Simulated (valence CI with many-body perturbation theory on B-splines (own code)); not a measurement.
# E1 transitions of Kr30+

Computed by configuration interaction combined with many-body perturbation theory (CI+MBPT): four valence electrons over a frozen Dirac-Fock core [He], radial functions for each j: 11 s, 11 p, 10 d, 8 f, 5 g, 2 h, with the one-electron correlation potential Σ1, the two-electron term Σ2, the three-electron term Σ3, Breit, model QED; selected CI, second order for the rest, scaled by the run's own slope (own B-spline code, finite nucleus).

The last digits are not significant, and no measured levels were compared; by estimate large intervals hold to a few tenths of a per cent, small ones and those within an open d or f shell to about a per cent. Among the levels kept, up to 1100 cm⁻¹ of a level comes from second order outside the variational space, and about a tenth of that is noise between levels of different J, which matters for small intervals.

Lines 51 to 100 of 540 in falling wavelength, among levels below 2431.0 eV, chosen from the strongest by gf and those to the six lowest levels. Wavelengths and rates use the calculated energies. Electric multipoles are in the length gauge, E1 and E2 with the static RPA response of the core. Weak lines are less certain than strong ones. Lines between different terms over intervals too small for the method are left out, as are lines whose strength nearly cancels. Where a level lies close to another of its J and parity, the split of strength between their lines is uncertain. The highest levels of a list are the least certain.

Levels are named by their leading jj configuration (3d3/2^4 stands for four electrons in 3d with j = 3/2), which in mixed levels can hold well under half, so a name can repeat and another be missing. Letters in brackets count levels of one name in rising energy.

| λ vac (Å) | Upper | Lower | A (s⁻¹) | S (a.u.) with core polarisation | S without |
| --- | --- | --- | --- | --- | --- |
| 272.5 | (2s^2 2p3/2 3d5/2) J=3 | (2s^2 2p3/2 3p3/2) J=2 | 2.76e+09 | 1.93e-01 | 1.93e-01 |
| 269.9 | (2s 2p3/2^2 3p1/2) J=3 | (2s 2p3/2^2 3s) J=3 | 1.87e+09 | 1.27e-01 | 1.27e-01 |
| 269.3 | (2s 2p1/2 2p3/2 3d3/2) J=2 [b] | (2s 2p1/2 2p3/2 3p1/2) J=2 [b] | 2.13e+09 | 1.03e-01 | 1.03e-01 |
| 264.5 | (2s 2p1/2 2p3/2 3d5/2) J=2 [b] | (2s 2p1/2 2p3/2 3p3/2) J=2 [b] | 1.85e+09 | 8.46e-02 | 8.46e-02 |
| 261.8 | (2p1/2 2p3/2^2 3p3/2) J=3 [b] | (2p1/2 2p3/2^2 3s) J=3 | 2.37e+09 | 1.47e-01 | 1.47e-01 |
| 261.6 | (2s^2 2p3/2 3d5/2) J=2 | (2s^2 2p3/2 3p3/2) J=1 | 1.67e+09 | 7.39e-02 | 7.39e-02 |
| 261.5 | (2s^2 2p3/2 3p3/2) J=1 | (2s^2 2p3/2 3s) J=1 | 3.10e+09 | 8.19e-02 | 8.19e-02 |
| 261.4 | (2s 2p1/2^2 3d5/2) J=2 | (2s 2p1/2^2 3p3/2) J=1 | 3.98e+09 | 1.75e-01 | 1.75e-01 |
| 261.3 | (2p1/2 2p3/2^2 3p1/2) J=2 [b] | (2p1/2 2p3/2^2 3s) J=3 | 4.00e+09 | 1.76e-01 | 1.76e-01 |
| 260.1 | (2s 2p1/2 2p3/2 3d3/2) J=1 [b] | (2s 2p1/2 2p3/2 3p1/2) J=2 [b] | 3.18e+09 | 8.28e-02 | 8.28e-02 |
| 258.9 | (2p1/2 2p3/2^2 3p3/2) J=2 | (2p1/2 2p3/2^2 3s) J=2 [a] | 2.36e+09 | 1.01e-01 | 1.01e-01 |
| 258.9 | (2s 2p1/2 2p3/2 3d3/2) J=2 [a] | (2s 2p1/2 2p3/2 3p1/2) J=2 [a] | 1.87e+09 | 8.00e-02 | 8.00e-02 |
| 258.3 | (2s 2p1/2 2p3/2 3d5/2) J=3 [b] | (2s 2p1/2 2p3/2 3p3/2) J=2 [b] | 2.76e+09 | 1.64e-01 | 1.64e-01 |
| 258.2 | (2s 2p3/2^2 3p3/2) J=3 [b] | (2s 2p3/2^2 3s) J=2 [b] | 4.55e+09 | 2.71e-01 | 2.71e-01 |
| 257.9 | (2s 2p3/2^2 3d5/2) J=3 [b] | (2s 2p3/2^2 3p1/2) J=2 [b] | 1.86e+09 | 1.10e-01 | 1.10e-01 |
| 257.6 | (2p1/2 2p3/2^2 3p3/2) J=4 | (2p1/2 2p3/2^2 3s) J=3 | 6.90e+09 | 5.24e-01 | 5.24e-01 |
| 257.5 | (2p1/2^2 2p3/2 3p3/2) J=2 | (2p1/2^2 2p3/2 3s) J=1 | 1.90e+09 | 8.02e-02 | 8.03e-02 |
| 256.6 | (2s 2p1/2 2p3/2 3p3/2) J=2 [a] | (2s 2p1/2 2p3/2 3s) J=1 [a] | 3.24e+09 | 1.35e-01 | 1.35e-01 |
| 256.1 | (2s 2p3/2^2 3p3/2) J=1 [a] | (2s 2p3/2^2 3s) J=2 [a] | 4.58e+09 | 1.14e-01 | 1.14e-01 |
| 256.0 | (2s 2p1/2 2p3/2 3d3/2) J=2 [d] | (2s 2p1/2 2p3/2 3p1/2) J=1 [c] | 2.29e+09 | 9.49e-02 | 9.49e-02 |
| 256.0 | (2p1/2^2 2p3/2 3d3/2) J=2 | (2p1/2^2 2p3/2 3p1/2) J=2 | 2.05e+09 | 8.49e-02 | 8.49e-02 |
| 255.7 | (2p1/2 2p3/2^2 3p3/2) J=3 [a] | (2p1/2 2p3/2^2 3s) J=2 [a] | 5.75e+09 | 3.32e-01 | 3.32e-01 |
| 254.6 | (2s 2p1/2 2p3/2 3p3/2) J=1 [b] | (2s 2p1/2 2p3/2 3s) J=2 [b] | 4.39e+09 | 1.07e-01 | 1.07e-01 |
| 253.5 | (2s 2p1/2 2p3/2 3p1/2) J=2 [b] | (2s 2p1/2 2p3/2 3s) J=3 | 4.60e+09 | 1.85e-01 | 1.85e-01 |
| 253.4 | (2s 2p3/2^2 3d3/2) J=3 | (2s 2p3/2^2 3p1/2) J=2 [a] | 1.24e+09 | 7.00e-02 | 7.00e-02 |
| 252.8 | (2p1/2^2 2p3/2 3p3/2) J=3 | (2p1/2^2 2p3/2 3s) J=2 | 6.60e+09 | 3.68e-01 | 3.69e-01 |
| 252.7 | (2s 2p1/2 2p3/2 3d3/2) J=4 | (2s 2p1/2 2p3/2 3p1/2) J=3 | 2.78e+09 | 2.00e-01 | 2.00e-01 |
| 250.2 | (2p1/2^2 2p3/2 3d3/2) J=2 | (2p1/2^2 2p3/2 3p1/2) J=1 | 2.44e+09 | 9.45e-02 | 9.45e-02 |
| 249.8 | (2p1/2^2 2p3/2 3d3/2) J=3 | (2p1/2^2 2p3/2 3p1/2) J=2 | 4.02e+09 | 2.16e-01 | 2.16e-01 |
| 248.0 | (2s 2p1/2 2p3/2 3d3/2) J=3 [a] | (2s 2p1/2 2p3/2 3p1/2) J=2 [a] | 3.19e+09 | 1.68e-01 | 1.68e-01 |
| 248.0 | (2s 2p1/2 2p3/2 3p3/2) J=3 [c] | (2s 2p1/2 2p3/2 3s) J=2 [c] | 5.79e+09 | 3.05e-01 | 3.05e-01 |
| 247.8 | (2s 2p3/2^2 3d5/2) J=1 [a] | (2s 2p3/2^2 3p3/2) J=1 [a] | 2.99e+09 | 6.74e-02 | 6.74e-02 |
| 247.5 | (2s 2p1/2 2p3/2 3p3/2) J=3 [b] | (2s 2p1/2 2p3/2 3s) J=2 [b] | 3.99e+09 | 2.09e-01 | 2.09e-01 |
| 247.2 | (2s 2p1/2 2p3/2 3d5/2) J=3 [a] | (2s 2p1/2 2p3/2 3p1/2) J=3 | 1.29e+09 | 6.72e-02 | 6.72e-02 |
| 245.0 | (2s 2p3/2^2 3d3/2) J=2 [a] | (2s 2p3/2^2 3p1/2) J=2 [a] | 2.67e+09 | 9.70e-02 | 9.70e-02 |
| 244.9 | (2s 2p1/2 2p3/2 3p3/2) J=3 [a] | (2s 2p1/2 2p3/2 3s) J=2 [a] | 4.74e+09 | 2.40e-01 | 2.40e-01 |
| 244.2 | (2s^2 2p3/2 3p3/2) J=3 | (2s^2 2p3/2 3s) J=2 | 5.69e+09 | 2.86e-01 | 2.86e-01 |
| 243.8 | (2s^2 2p3/2 3d3/2) J=2 | (2s^2 2p3/2 3p1/2) J=1 | 1.99e+09 | 7.11e-02 | 7.11e-02 |
| 243.3 | (2s 2p3/2^2 3d3/2) J=2 [b] | (2s 2p3/2^2 3p1/2) J=1 [b] | 2.44e+09 | 8.66e-02 | 8.66e-02 |
| 239.8 | (2s 2p1/2 2p3/2 3p3/2) J=4 | (2s 2p1/2 2p3/2 3s) J=3 | 7.33e+09 | 4.49e-01 | 4.49e-01 |
| 238.9 | (2s 2p1/2 2p3/2 3p3/2) J=2 [c] | (2s 2p1/2 2p3/2 3s) J=2 [c] | 2.47e+09 | 8.31e-02 | 8.31e-02 |
| 238.7 | (2s 2p1/2^2 3d3/2) J=2 | (2s 2p1/2^2 3p1/2) J=1 | 4.29e+09 | 1.44e-01 | 1.44e-01 |
| 238.2 | (2s^2 2p3/2 3d3/2) J=3 | (2s^2 2p3/2 3p1/2) J=2 | 3.40e+09 | 1.59e-01 | 1.59e-01 |
| 236.9 | (2s 2p3/2^2 3p3/2) J=3 [a] | (2s 2p3/2^2 3s) J=3 | 4.10e+09 | 1.88e-01 | 1.88e-01 |
| 235.8 | (2p1/2^2 2p3/2 3d3/2) J=1 | (2p1/2^2 2p3/2 3p1/2) J=1 | 4.13e+09 | 8.02e-02 | 8.02e-02 |
| 235.7 | (2s 2p1/2 2p3/2 3d3/2) J=3 [c] | (2s 2p1/2 2p3/2 3p1/2) J=2 [c] | 5.05e+09 | 2.28e-01 | 2.28e-01 |
| 235.4 | (2s 2p1/2 2p3/2 3p3/2) J=2 [d] | (2s 2p1/2 2p3/2 3s) J=1 [c] | 5.60e+09 | 1.80e-01 | 1.80e-01 |
| 235.3 | (2s 2p3/2^2 3p3/2) J=4 | (2s 2p3/2^2 3s) J=3 | 7.56e+09 | 4.38e-01 | 4.38e-01 |
| 233.8 | (2s 2p1/2 2p3/2 3d3/2) J=2 [c] | (2s 2p1/2 2p3/2 3p1/2) J=1 [b] | 2.92e+09 | 9.20e-02 | 9.20e-02 |
| 232.1 | (2s 2p3/2^2 3d3/2) J=4 | (2s 2p3/2^2 3p1/2) J=3 | 5.46e+09 | 3.03e-01 | 3.03e-01 |
